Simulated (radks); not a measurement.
Gd XII, configuration [Kr] 4d10 4f5 5f2 (not the ground configuration). Calculated with a radial shooting solver on a logarithmic mesh with Libxc functionals: Dirac Kohn-Sham, exchange-only B88, spin-unpolarised, spherical densities, finite nucleus; open shells fill j = l - 1/2 first; Fermi nuclear charge, rms radius 5.1569 fm.

Normalised radial functions P(r) = r R(r) (large component), r in bohr:

r,4d3/2,5f5/2
0.001373,0.0000,0.0000
0.001585,0.0001,0.0000
0.001831,0.0001,0.0000
0.002097,0.0001,0.0000
0.002422,0.0002,0.0000
0.002797,0.0002,0.0000
0.003205,0.0003,0.0000
0.003701,0.0005,0.0000
0.00424,0.0006,0.0000
0.004897,0.0009,0.0000
0.005656,0.0013,0.0000
0.006479,0.0019,0.0000
0.007483,0.0027,0.0000
0.008642,0.0039,0.0000
0.009901,0.0056,0.0000
0.01143,0.0080,0.0000
0.0131,0.0113,0.0001
0.01513,0.0163,0.0001
0.01747,0.0233,0.0002
0.02002,0.0326,0.0003
0.02312,0.0461,0.0004
0.02649,0.0635,0.0007
0.03059,0.0885,0.0012
0.03533,0.1218,0.0019
0.04047,0.1627,0.0031
0.04674,0.2178,0.0049
0.05398,0.2864,0.0078
0.06185,0.3639,0.0120
0.07142,0.4578,0.0187
0.08183,0.5540,0.0279
0.0945,0.6559,0.0419
0.1091,0.7457,0.0616
0.125,0.8039,0.0870
0.1444,0.8183,0.1225
0.1668,0.7635,0.1678
0.1911,0.6327,0.2199
0.2207,0.4033,0.2835
0.2528,0.1069,0.3487
0.292,-0.2667,0.4174
0.3372,-0.6592,0.4772
0.3863,-0.9977,0.5161
0.4461,-1.2692,0.5272
0.5111,-1.4057,0.4990
0.5903,-1.4074,0.4201
0.6817,-1.2764,0.2873
0.781,-1.0663,0.1148
0.902,-0.8017,-0.1076
1.042,-0.5432,-0.3503
1.193,-0.3386,-0.5698
1.378,-0.1812,-0.7556
1.579,-0.0880,-0.8544
1.824,-0.0349,-0.8541
2.106,-0.0114,-0.7469
2.413,-0.0033,-0.5782
2.787,-0.0007,-0.3801
3.218,-0.0001,-0.2109
3.687,0.0000,-0.1015
4.258,0.0000,-0.0379
4.879,0.0000,-0.0119
5.634,0.0000,-0.0026

4d3/2: eigenvalue -346.34 eV, 1 radial node at r = 0.264 bohr, <r> = 0.615 bohr, 90 % of the charge inside 0.916 bohr. 5f5/2: eigenvalue -103.52 eV, 1 radial node at r = 0.844 bohr, <r> = 1.76 bohr, 90 % of the charge inside 2.54 bohr.
